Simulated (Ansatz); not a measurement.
Reactions of C2H8OSi2, SMILES `C1O[SiH2]C[SiH2]1`.

Computed with Ansatz on PBE0-D4/def2-TZVP structures; ΔE is electronic, products minus reactants. CCSD(T)/CBS adds triple-zeta CCSD(T) − MP2 to the extrapolated MP2 energy (def2 sets, frozen cores). This one scheme is used for every species, atoms too. For atomizations the MP2-based limit and the directly extrapolated one differ by several kJ/mol either way, and by 10 to 25 for some Ge, Se and Sn compounds, so smaller differences from it don't rank the levels. DFT in def2-TZVPP. Open shells (•) are unrestricted, without spin–orbit coupling. Spin–orbit coupling would lower the free atoms: a little for C, O, Si. One conformer a species, not always the lowest.

```json
{"reaction": "`C1O[SiH2]C[SiH2]1` → `C=C[SiH2]O[SiH3]`", "r2SCAN-D4 (kcal/mol)": "-9.7", "PBE-D4 (kcal/mol)": "-6.3", "CCSD/CBS(def2) (kcal/mol)": "-14.2"}
{"reaction": "`C1O[SiH2]C[SiH2]1` → `O/C=C/[SiH2][SiH3]`", "r2SCAN-D4 (kcal/mol)": "44.7", "PBE-D4 (kcal/mol)": "40.7", "CCSD/CBS(def2) (kcal/mol)": "47.1"}
{"reaction": "`C1O[SiH2]C[SiH2]1` → 2 C• + 8 H• + O• + 2 Si•", "r2SCAN-D4 (kcal/mol)": "1137.7", "PBE-D4 (kcal/mol)": "1144.0", "CCSD/CBS(def2) (kcal/mol)": "1122.8"}
{"reaction": "`C1O[SiH2]C[SiH2]1` → `C=C[SiH2][SiH2]O`", "r2SCAN-D4 (kcal/mol)": "17.1", "PBE-D4 (kcal/mol)": "15.4", "CCSD/CBS(def2) (kcal/mol)": "15.0"}
{"reaction": "`C1O[SiH2]C[SiH2]1` → `O[Si@H]1C[C@@H]1[SiH3]`", "r2SCAN-D4 (kcal/mol)": "18.3", "PBE-D4 (kcal/mol)": "18.2", "CCSD/CBS(def2) (kcal/mol)": "18.6"}
```

Question: Give the CCSD(T)/CBS values in the same order. (Estimate.)

Answer: Ansatz gave: -13.3, 46.4, 1137.0, 15.0, 18.3 kcal/mol.

Largest T1 diagnostic: 0.013, for `O/C=C/[SiH2][SiH3]`.
